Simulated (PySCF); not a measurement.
Löwdin shares of the frontier orbitals

Compound: 2-octanol, C8H18O.
Structure used (PBE0-D3(BJ)/def2-SVP), in Å, numbered top down from 1:
```xyz
27
C8H18O angstrom
C      4.6194   -0.6167   -0.1782
C      3.4181    0.2884    0.0419
C      2.0832   -0.4211   -0.1383
C      0.8759    0.4792    0.0766
C     -0.4585   -0.2309   -0.1032
C     -1.6581    0.6805    0.1067
C     -3.0227   -0.0002    0.0462
C     -3.3384   -0.6100   -1.3109
O     -4.0381    0.8927    0.4470
H      5.5681   -0.0759   -0.0413
H      4.6209   -1.0382   -1.1964
H      4.6151   -1.4640    0.5265
H      3.4676    1.1470   -0.6510
H      3.4619    0.7235    1.0561
H      2.0282   -1.2776    0.5584
H      2.0369   -0.8605   -1.1517
H      0.9220    0.9172    1.0901
H      0.9299    1.3364   -0.6190
H     -0.5176   -1.0782    0.6042
H     -0.4933   -0.6793   -1.1114
H     -1.5849    1.1702    1.0923
H     -1.6388    1.4962   -0.6423
H     -3.0396   -0.8030    0.8043
H     -4.3502   -1.0403   -1.3030
H     -2.6270   -1.4031   -1.5851
H     -3.3001    0.1610   -2.1001
H     -4.0481    1.6202   -0.1854
```

Theory: TDDFT B3LYP/def2-SVPD, vertical, gas phase, core orbitals frozen in the response (PySCF 2.14.0, density-fitted response routines).

Kohn–Sham orbitals with the atoms that hold most of them (Löwdin shares over 4%, at most four atoms; ? is withheld):

| orbital | ε (eV) | atoms |
| --- | --- | --- |
| LUMO+2 | 0.80 | H19 10%, H25 7%, H20 7%, C5 6% |
| LUMO+1 | 0.55 | C1 14%, C2 10%, C3 9%, O9 8% |
| LUMO | ? | ? |
| HOMO | -7.53 | ? |
| HOMO-1 | -8.62 | O9 23%, C7 16%, C6 9%, C8 9% |
| HOMO-2 | -8.81 | C3 20%, C4 14%, C2 13%, H16 8% |
| HOMO-3 | -8.95 | C5 15%, C2 12%, C6 9%, C3 8% |

Question: Give the leading atoms of the HOMO.

Answer: O9 (bonded to C and H) 57%; C7 (bonded to 2 C, O and H) 11%; C6 (bonded to 2 C and 2 H) 10%; C8 (bonded to C and 3 H) 8%. By element: oxygen 57%, carbon 28% or more.

Question: Which atoms hold the LUMO, and with what shares?

Answer: O9 (bonded to C and H) 14%; C8 (bonded to C and 3 H) 12%; H27 (bonded to O) 11%; C6 (bonded to 2 C and 2 H) 8%. By element: carbon 20% or more, oxygen 14%, hydrogen 11% or more.

Question: What is the LUMO energy, and the HOMO–LUMO gap?

Answer: ε(LUMO) = 0.36 eV; the gap is 7.89 eV (0.2899 hartree).

Question: The HOMO–LUMO gap is 7.89 eV. Where does the response calculation put the lowest singlet, and from which orbitals?

Answer: S1 is at 6.81 eV (f = 0.018), 1.08 eV below the gap, made of HOMO→LUMO (79%), HOMO→LUMO+1 (15%). Without the coupling terms of the response equations the lowest excitation would equal the gap.

Question: One configuration dominates each of S1 and S6. Which, and how do the shares of the two leading atoms of either orbital change from the occupied to the empty one?

Answer: 
- S1 (6.81 eV, f 0.018), HOMO→LUMO (79%): O9 57% → 14%, C7 11% → at most 8%, C8 8% → 12%
- S6 (8.09 eV, f 0.024), HOMO-1→LUMO (86%): O9 23% → 14%, C7 16% → at most 8%, C8 9% → 12%

The run took 6.9 min on one thread, Arm Neoverse V2, shared host.

One conformer stands for the species.
